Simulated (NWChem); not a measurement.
Species: CH₃ClGa cation; SMILES [CH3][Ga+][Cl]

Results from NWChem. All runs use the structure optimised with PBE-D3(BJ)/def2-SVP. Static field.

Task: Among these, which level gives the lowest value of “anisotropy (bohr³)”?
A. B3LYP/aug-cc-pVDZ
B. LDA (Slater exchange, VWN5)/aug-cc-pVDZ
C. LC-BLYP (range parameter 0.33 per bohr)/aug-cc-pVDZ
D. PBE/aug-cc-pVDZ

Result: C, LC-BLYP (range parameter 0.33 per bohr)/aug-cc-pVDZ. Values: LC-BLYP (range parameter 0.33 per bohr)/aug-cc-pVDZ 36.1; B3LYP/aug-cc-pVDZ 38.1; PBE/aug-cc-pVDZ 39.1; LDA (Slater exchange, VWN5)/aug-cc-pVDZ 40.0
